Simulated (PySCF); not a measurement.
Atomic charges against the basis set

Compound: C2H7ClSi2.
Geometry (PBE0-D3(BJ)/def2-SVP, Å), atoms numbered from 1 in this order:
```xyz
12
C2H7ClSi2 angstrom
Si     1.7599    1.2024    0.8651
C     -0.0076    0.5689    0.7509
C     -1.0989    1.3472    0.7312
Si    -2.8904    0.7756    0.6175
Cl    -0.9308    3.0909    0.8182
H      2.0813    2.0763   -0.3021
H      1.9615    1.9755    2.1264
H      2.6781    0.0245    0.8614
H     -0.1884   -0.5120    0.6934
H     -3.6373    1.2426    1.8215
H     -2.9037   -0.7154    0.5460
H     -3.5201    1.3579   -0.6030
```

PBE0 throughout (PySCF), one geometry, spherical d and f functions. Isolated species at its PBE0-D3(BJ)/def2-SVP geometry, gas phase. Atoms taken as equivalent share a column and are averaged. The first 7 of 8 kinds of atom are listed.

Mulliken charges (e):

| basis | functions | Si1 | C2 | C3 | Si4 | Cl5 | H6/H7/H8 | H9 |
| --- | --- | --- | --- | --- | --- | --- | --- | --- |
| pcSseg-0 | 71 | +0.566 | -0.645 | -0.619 | +0.630 | +0.039 | -0.037 | +0.259 |
| cc-pVDZ | 117 | +0.251 | -0.108 | -0.243 | +0.321 | -0.056 | -0.036 | +0.054 |
| aug-cc-pVDZ | 190 | -0.480 | +0.736 | -0.384 | -0.567 | -0.203 | +0.243 | -0.509 |
| cc-pVTZ | 260 | +0.194 | -0.249 | -0.062 | +0.212 | -0.110 | -0.020 | +0.135 |
| IGLO-III | 272 | +0.722 | -0.366 | -0.198 | +0.695 | +0.006 | -0.159 | +0.080 |

IAO charges (e):

```tsv
basis	functions	Si1	C2	C3	Si4	Cl5	H6/H7/H8	H9
pcSseg-0	71	+0.425	-0.389	-0.246	+0.450	-0.033	-0.063	+0.169
cc-pVDZ	117	+0.559	-0.419	-0.238	+0.579	-0.037	-0.102	+0.166
aug-cc-pVDZ	190	+0.560	-0.425	-0.237	+0.581	-0.041	-0.101	+0.170
cc-pVTZ	260	+0.586	-0.432	-0.247	+0.607	-0.035	-0.108	+0.170
IGLO-III	272	+0.600	-0.436	-0.252	+0.620	-0.030	-0.112	+0.170
```

Hirshfeld charges (e):

| basis | functions | Si1 | C2 | C3 | Si4 | Cl5 | H6/H7/H8 | H9 |
| --- | --- | --- | --- | --- | --- | --- | --- | --- |
| pcSseg-0 | 71 | +0.290 | -0.143 | -0.068 | +0.301 | -0.022 | -0.070 | +0.046 |
| cc-pVDZ | 117 | +0.287 | -0.138 | -0.060 | +0.299 | -0.012 | -0.074 | +0.053 |
| aug-cc-pVDZ | 190 | +0.293 | -0.154 | -0.077 | +0.303 | +0.001 | -0.073 | +0.055 |
| cc-pVTZ | 260 | +0.288 | -0.145 | -0.068 | +0.300 | -0.007 | -0.073 | +0.054 |
| IGLO-III | 272 | +0.286 | -0.154 | -0.075 | +0.298 | +0.009 | -0.072 | +0.052 |

ESP-fitted charges (e):

```tsv
basis	functions	Si1	C2	C3	Si4	Cl5	H6/H7/H8	H9
pcSseg-0	71	+0.417	-0.313	-0.092	+0.382	-0.098	-0.085	+0.178
cc-pVDZ	117	+0.198	-0.105	-0.153	+0.219	-0.038	-0.048	+0.127
aug-cc-pVDZ	190	+0.230	-0.112	-0.147	+0.227	-0.044	-0.055	+0.128
cc-pVTZ	260	+0.237	-0.120	-0.134	+0.233	-0.044	-0.058	+0.127
IGLO-III	272	+0.221	-0.101	-0.170	+0.239	-0.020	-0.056	+0.124
```

Some averages cover members that differ in this geometry, most widely: H6/H7/H8, Mulliken in aug-cc-pVDZ +0.195 to +0.267; H6/H7/H8, Mulliken in pcSseg-0 -0.054 to -0.028 e.

Which scheme is steadiest as the basis changes?

Largest range over the bases for any column: Hirshfeld 0.03 e, IAO 0.17 e, ESP-fitted 0.22 e, Mulliken 1.38 e. Hirshfeld charges move least and Mulliken charges most, counted in e.

How much do the charges still move between the two largest bases, cc-pVTZ and IGLO-III?

At most, over all atoms: Mulliken 0.527 e, IAO 0.014 e, Hirshfeld 0.016 e, ESP-fitted 0.036 e.

What do the same runs give for the total energy, the frontier levels and the dipole moment?

| basis | energy (Eh) | HOMO (eV) | LUMO (eV) | μ (D) |
| --- | --- | --- | --- | --- |
| pcSseg-0 | -1117.6707 | -7.85 | -1.17 | 1.64 |
| cc-pVDZ | -1119.0780 | -7.65 | -1.14 | 1.32 |
| aug-cc-pVDZ | -1119.0864 | -7.74 | -1.30 | 1.35 |
| cc-pVTZ | -1119.1459 | -7.75 | -1.30 | 1.32 |
| IGLO-III | -1119.1357 | -7.71 | -1.31 | 1.18 |

The dipole is fixed by the density alone, so its range of 0.46 D shows that the density itself changes with the basis, not only its division among atoms.
